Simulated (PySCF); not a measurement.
```xyz
5

Zn     0.2758    -0.0499    -0.0474
O     -0.2425     1.5114     0.6299
H     -0.5153     2.1282    -0.0764
O      0.9576    -1.5970    -0.6009
H      0.2840    -2.3038    -0.5897
```

Charge 0, multiplicity 1.

Question: Give the Mulliken and meta-Löwdin atomic charges from TPSSh-D3(BJ)/def2-TZVP // BP86-D3(BJ)/def2-SVP (PySCF).

Answer: 
```tsv
atom	Mulliken (e)	meta-Löwdin (e)
Zn1	0.60	1.28
O2	-0.62	-0.97
H3	0.32	0.33
O4	-0.62	-0.97
H5	0.32	0.33
```
